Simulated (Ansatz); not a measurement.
`Ic1ccco1` + H₂ → `c1ccoc1` + HI at 700 K and 1 bar (hydrogenolysis of a C–I bond).

Gas-phase electronic energies from Ansatz, PBE0-D4/def2-TZVP geometries. CCSD(T)/CBS is the MP2 limit (def2-TZVPP, def2-QZVPP) plus CCSD(T) − MP2 in def2-TZVPP, frozen cores. This one scheme is used for every species. Elements past krypton have def2 core potentials. For I outer-core shells are correlated without core-valence functions, which leaves a few kJ/mol of doubt a bond.

```csv
species,CCSD(T)/CBS energy (Eh),H − E (kJ/mol),S (J/(mol·K))
`Ic1ccco1`,-526.58771,220.8,419.5
H₂,-1.17544,46.8,155.3
`c1ccoc1`,-229.75407,238.3,349.6
HI,-298.03592,34.6,231.7
```

H − E and S are ideal-gas, rigid-rotor, harmonic terms from PBE0-D4/def2-TZVP. The MP2-based limit puts H₂ 0.8 mEh under its directly extrapolated value; such offsets cancel only in part. 1 Eh = 2625.50 kJ/mol, R = 8.31446 J/(mol·K).

Q: By hand: ΔE, ΔH, ΔS and ΔG.

A: ΔE = (-229.75407) + (-298.03592) − (-526.58771) − (-1.17544) = -0.02684 Eh = -70.5 kJ/mol. Δ(H − E) = 238.3 + 34.6 − 220.8 − 46.8 = 5.3, so ΔH = -65.2 kJ/mol. ΔS = 349.6 + 231.7 − 419.5 − 155.3 = 6.5 J/(mol·K). ΔG = -65.2 − 700 × (6.5)/1000 = -69.8 kJ/mol.

Q: By hand: the equilibrium constant, and the temperature at which ΔG would vanish if ΔH and ΔS stayed fixed.

A: log₁₀ K = −ΔG/(RT ln 10) = 5.2. ΔH and −TΔS have one sign here, so there is no such temperature.

The number of gas molecules stays the same, so ΔS is small and ΔH decides. A doubt of 5 kJ/mol in ΔE shifts log₁₀ K by 0.4 here. These are equilibria of isolated gas molecules and say nothing of rates. Largest T1 diagnostic: 0.013 (customary marks: 0.02 for closed shells, 0.045 for open ones).
